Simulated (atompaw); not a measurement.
PBE PAW (atompaw) dataset for Br, scalar-relativistic all-electron reference.

```json
{"Element": "Br", "Generator": "atompaw 4.2.0.5", "Type": "PAW", "Functional": "PBE", "Relativity": "scalar-relativistic", "Frozen core": "[Ar] 3d10", "Valence charge": "7", "Reference configuration": "4s2 4p5", "Partial waves": "4s (bound): rc 1.85 bohr; 4s channel at 0.25 Ry: rc 1.85 bohr; 4p (bound): rc 1.75 bohr; 4p channel at -0.15 Ry: rc 1.85 bohr; 4d channel at 0.45 Ry: rc 1.85 bohr; 4d channel at 0.8 Ry: rc 1.85 bohr", "Local potential": "bessel scheme, radius 1.85 bohr", "Core correction": "smooth core density matched at 1.15 bohr", "Augmentation charge": "sinc compensation charge, radius 1.55 bohr; PAW radius 1.85 bohr; waves and projectors: custom rrkj vanderbiltortho"}
```

All-electron outer shells of the reference configuration (PBE, scalar-relativistic, ld1.x):

```
shell  level (eV)  outermost node (bohr)  outermost maximum (bohr)
   3p     -173.49                   0.21                      0.48
   3d      -66.72                      –                      0.43
   4s      -20.13                   0.67                      1.41
   4p       -7.86                   0.70                      1.66
```

(1) Does this generation succeed?

Answers

(1) No. atompaw 4.2.0.5 stopped with "atompaw: The overlap operator has at least one negative eigenvalue!": the overlap operator built from these waves and projectors is not positive definite.
